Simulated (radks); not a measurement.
The numbers below are computed, except where a source is named.
Question: The titanium ion Ti+, 21 electrons, occupied as [Ar] 3d2 4s1. Code: a radial shooting solver on a logarithmic mesh with Libxc functionals. Model: scalar-relativistic Kohn-Sham, LDA (Slater exchange, VWN5 correlation), spin-unpolarised, spherical densities, finite nucleus; Fermi nuclear charge, rms radius 3.5921 fm. Some entries of the table are withheld. Estimate them.

orbital  occ.  eigenvalue (eV)  r(max) (bohr)
1s          2              (1)        0.04565
2s          2        -542.7934            (2)
2p          6              (3)         0.2195
3s          2         -69.6393         0.8695
3p          6              (4)         0.9007
3d          2         -11.6451         0.9741
4s          1         -10.5924          2.728
4p          0          -6.7702            (5)
5s          0          -3.0405          6.950

Answer: 
(1) 1s eigenvalue (eV): -4863.508
(2) 2s r(max) (bohr): 0.2695
(3) 2p eigenvalue (eV): -451.3139
(4) 3p eigenvalue (eV): -46.1617
(5) 4p r(max) (bohr): 3.325
